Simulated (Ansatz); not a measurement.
`[BH2][SnH2][SiH3]` and `[BH2][SnH2][CH3]` differ in one atom or group.

Ansatz, PBE0-D4/def2-TZVP geometries, multiplicity 1. 

Elements past krypton have def2 core potentials.

```
                               property  `[BH2][SnH2][SiH3]`
  HOMO–LUMO gap (B3LYP/def2-TZVPP) / eV                 4.64
HOMO–LUMO gap (ωB97M-V/def2-TZVPP) / eV                 8.88
      LUMO energy (PBE/def2-TZVPP) / eV                -3.51
  HOMO energy (ωB97M-V/def2-TZVPP) / eV                -9.56
    LUMO energy (B3LYP/def2-TZVPP) / eV                -2.75
     LUMO energy (PBE0/def2-TZVPP) / eV                -2.56
```

Q: Give the same properties after the change, and the shifts. (Best estimate.)

A: Computed: 
| property | `[BH2][SnH2][CH3]` | shift |
| --- | --- | --- |
| HOMO–LUMO gap (B3LYP/def2-TZVPP) / eV | 4.87 | 0.23 |
| HOMO–LUMO gap (ωB97M-V/def2-TZVPP) / eV | 9.33 | 0.45 |
| LUMO energy (PBE/def2-TZVPP) / eV | -3.44 | 0.07 |
| HOMO energy (ωB97M-V/def2-TZVPP) / eV | -9.84 | -0.28 |
| LUMO energy (B3LYP/def2-TZVPP) / eV | -2.65 | 0.10 |
| LUMO energy (PBE0/def2-TZVPP) / eV | -2.44 | 0.12 |

With PBE0 the HOMO falls by 0.12 eV and the LUMO rises by 0.12 eV, so the gap widens by about 0.24 eV. PBE moves the HOMO by 0.00 eV and ωB97M-V by -0.28 eV.

B3LYP here is the variant with VWN-RPA as its local correlation; programs differ in this.
